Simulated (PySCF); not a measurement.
# Sr²⁺ (strontium, charge +2): UHF calculation

Configuration: [Kr], closed-shell 1S. Calculation: PySCF 2.14, in aug-cc-pVQZ-X2C; scalar relativity by spin-free X2C-1e.

* Total energy: -3176.795314 hartree
* One-electron energy: -4377.8220 hartree
* Hartree (Coulomb) energy: 1304.7843 hartree
* Exchange energy: -103.7576 hartree
* ⟨S²⟩: 0.0000
* ⟨L²⟩: 0.000
* Sum of ⟨r⟩: 22.31 bohr
* Sum of ⟨r²⟩: 26.36 bohr²
* Langevin diamagnetic susceptibility: -20.9 ×10⁻⁶ cm³/mol

```csv
shell,electrons,mean orbital energy (eV),"rms radius, mean of both spins (bohr)"
1s,2,-16211.4,0.0450
2s,2,-2275.3,0.187
2p,6,-2018.0,0.166
3s,2,-393.42,0.523
3p,6,-307.71,0.535
3d,10,-165.77,0.547
4s,2,-66.306,1.45
4p,6,-43.107,1.67
```

Densities and radii are taken from the X2C orbitals without a picture-change correction, which distorts them close to the nucleus.
